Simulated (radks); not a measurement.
Task: Co+, configuration [Ar] 3d8. All-electron calculation, Dirac Kohn-Sham, LDA (Slater exchange, Perdew-Wang correlation), spin-unpolarised, spherical densities, finite nucleus; open shells are shared between the two j in proportion to 2j + 1; Fermi nuclear charge, rms radius 3.7875 fm. Program: a radial shooting solver on a logarithmic mesh with Libxc functionals.

Spin-orbit splittings of the eigenvalues, e(l+1/2) - e(l-1/2), with zeta = 2 splitting/(2l+1) and mean radii in bohr:

| shell | occ. | splitting (eV) | zeta (eV) | <r> j=l-1/2 | <r> j=l+1/2 |
|---|---|---|---|---|---|
| 2p | 6 | 14.80 | 9.863 | 0.2230 | 0.2262 |
| 3p | 6 | 1.834 | 1.223 | 0.8177 | 0.8280 |
| 3d | 8 | ? | ? | 1.132 | 1.141 |

Estimate the 3d splitting.

Result: 0.1778 eV (zeta = 0.07111 eV).
